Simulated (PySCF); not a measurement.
# Computed data sheet: `C=C(F)[SiH2]NC`

Compound: C3H8FNSi.
Structure used (GFN2-xTB), in Å, numbered top down from 1:
```
atom  x, y, z in Å
C1     2.8940   -0.0914    0.0531
C2     1.6603    0.3549   -0.0892
F3     1.4022    1.1822   -1.1433
Si4    0.1705    0.0180    1.0310
N5    -1.1486   -0.0144   -0.0578
C6    -2.5178   -0.2359    0.3376
H7     3.6887    0.1703   -0.6262
H8     3.1326   -0.7441    0.8708
H9     0.1381    1.0541    2.0805
H10    0.2971   -1.3017    1.6539
H11   -1.0828    0.5208   -0.9117
H12   -2.5328   -0.8931    1.2040
H13   -3.0305    0.6936    0.6080
H14   -3.0717   -0.7138   -0.4728
```

Some functional groups and rings: C=C double bond, C–F bond, Si–H bond and C–Si bond.

**GFN2-xTB geometry**

| Property | Result |
| --- | --- |
| Point group of the GFN2-xTB geometry | C1 |
| Rotational constants A, B, C of the GFN2-xTB geometry | 6.113, 1.545, 1.306 GHz |

PBE0/def2-SVPD ground state and vertical TDDFT (core frozen in the response) (PySCF):

| Quantity | Value |
| --- | --- |
| Dipole moment | 0.99 D |
| HOMO energy | -6.85 eV |
| LUMO energy | -0.22 eV |
| HOMO–LUMO gap | 6.63 eV |
| Lowest singlet excitation | 5.50 eV (226 nm, f = 0.002) |
| Strongest line among the 6 lowest singlet transitions | S6 at 7.06 eV (176 nm, f = 0.254) |
| Lowest triplet excitation (Tamm–Dancoff) | 4.25 eV |
| Static isotropic polarisability | 72.7 au |
| Electronic spatial extent ⟨r²⟩ about the centre of nuclear charge | 922 bohr² |

From PBE0/pcSseg-1 ground state and GIAO shieldings, non-relativistic (PySCF):

| Property | Result |
| --- | --- |
| Lowest Hirshfeld atomic charge | -0.25 e on N5 |
| Highest Hirshfeld atomic charge | +0.36 e on Si4 |
| 13C chemical shifts (computed TMS as zero) by class | 179.2 (C2), 112.9 (C1), 31.8 (C6) ppm |
| 1H chemical shifts (computed TMS as zero) by class | 5.66 (H7), 5.05 (H9/H10), 5.02 (H8), 2.83 (H12/H13/H14), 0.15 (H11) ppm |
| Isotropic shieldings of nuclei other than C and H, by class | 262 (N5), 274 (F3), 397 (Si4) ppm |
| Mayer bond orders between heavy atoms | C1–C2 1.93, C2–F3 0.89, C2–Si4 0.84, Si4–N5 1.05, N5–C6 0.97 |

Monoisotopic mass (most abundant isotopes): 105.0410 u.

The principal polarisabilities are 59.0, 65.8 and 93.3 au; their mean is the isotropic value. S1 lies 1.13 eV below the HOMO–LUMO gap; its leading configuration is HOMO→LUMO, weight 0.86. The dipole equals about 3.3 × 10⁻³⁰ C·m (1 D = 3.33564 × 10⁻³⁰ C·m). No computed singlet falls in the visible range (750 to 380 nm, 1.65 to 3.26 eV); S1 lies 2.24 eV above its blue end. The largest Löwdin shares of the HOMO are 0.57 on N5, 0.11 on C6, 0.10 on Si4 and 0.06 on H9. The vertical singlet–triplet gap S1 − T1 is 1.25 eV (TDDFT singlet less Tamm–Dancoff triplet; S1: HOMO→LUMO, weight 0.86; T1: HOMO−1→LUMO, weight 0.92). The polarisability is 10.77 Å³ as a volume (1 au = 0.148185 Å³), or 1.30 au for each of the 56 electrons. The rotational constants make it an asymmetric top with κ = (2B − A − C)/(A − C) = -0.90, nearer the prolate limit (−1).

Geometry: GFN2-xTB, one conformer, isolated molecule. NMR classes are plain means over equivalent atoms (diastereotopic ones count apart unless rotation or inversion swaps them), as if these changed places fast; in this geometry the members of some classes differ.
